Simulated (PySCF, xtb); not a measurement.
C2H9NOSi, SMILES CN(C)[SiH2]O. Other conformers were not sampled.

Harmonic wavenumbers (cm⁻¹) from GFN2-xTB (xtb) at its own minimum, in rising order: 83, 159, 193, 208, 274, 280, 338, 390, 548, 611, 682, 760, 798, 833, 899, 1041, 1059, 1092, 1131, 1208, 1308, 1418, 1428, 1482, 1490, 1503, 1513, 2235, 2267, 2885, 2888, 2935, 2945, 3037, 3039, 3668.

What does PBE-D3(BJ)/def2-SVP run with PySCF give at its own minimum? (The exact figures need the calculation; the answer reports its results.)

66, 121, 215, 232, 250, 282, 330, 371, 607, 645, 770, 812, 873, 886, 922, 1003, 1053, 1077, 1127, 1219, 1278, 1379, 1397, 1402, 1408, 1432, 1458, 2149, 2207, 2889, 2899, 2944, 2955, 3046, 3047, 3756. Paired by order, the mean absolute difference is 36 cm⁻¹ and the zero-point energies are 69.5 and 69.3 kcal/mol.
